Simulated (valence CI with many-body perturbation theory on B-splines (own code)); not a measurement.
Values are calculated unless marked as measured or tabulated.
**W2+: what the settings do**

Method: configuration interaction combined with many-body perturbation theory (CI+MBPT): four valence electrons over a frozen Dirac-Fock core [Xe] 4f14, a basis of 6 s, 6 p, 5 d, 5 f, 1 g functions for each j, with the one-electron correlation potential Σ1, the two-electron term Σ2, the three-electron term Σ3, Breit, model QED; selected CI, second order for the rest, scaled by the run's own slope (own B-spline code, finite nucleus).

Set against measurement, 9 paired levels are off by 329 cm⁻¹ on average, the worst by 496. These come from a selection out of NIST levels as listed in McCann et al., Mon. Not. R. Astron. Soc. 538, 537 (2025). Levels without a partner in it may be off by more, other configurations by 1,000 to 8,000 cm⁻¹. Only levels of the ground parity were solved; by the run's estimate the other parity begins above the list, which can be wrong where configurations are misplaced.

The reference run has the lowest level 5d4 5D_0 and an ionisation energy of 25.6773 eV. Its largest variational space holds 9999 state functions.

Names give the largest LS component (configuration and term), which can be under half, so a name can repeat, a term be missing and a line seem to break the LS rules; names also repeat where a configuration has a term twice. Letters in brackets count levels of one name in rising energy.

Changed runs:
A. three-electron term on → off
B. scale of Σ2 1 → 0.8; highest l with Σ1, explicit Σ2 and valence Breit (higher l get mean screening factors) 3 → 2
C. hole-hole ladder in Σ2 on → off; QED terms on → off
D. box radius (bohr) 21.067 → 6.23 (bad on purpose)

Excitation energies of the reference run in cm⁻¹, and shifts in cm⁻¹:

```tsv
Level	Reference	A	B	C
5d4 5D_1	2019	+26	+21	-118
5d4 5D_2	4107	+49	+27	-175
5d4 5D_3	5924	+55	+16	-182
5d4 5D_4	7435	+51	-1.8	-153
5d4 3P_0	10139	-151	-232	+256
5d3 6s 5F_1	11464	-306	-1001	-857
5d3 6s 5F_2	12906	-296	-998	-859
5d4 3P_1	13222	-280	-383	+171
5d4 3H_4	13919	+90	+122	-255
5d4 3F_2	14452	-187	-308	-40
5d4 3G_3 [a]	15281			
5d3 6s 5F_3	15404			
Ionisation energy (eV)	25.6773	+0.0164	-0.1259	-0.0843
```

A blank means that the level has no clear partner in that run.

Run D: It gave no result. The program said: "need at least one array to concatenate".
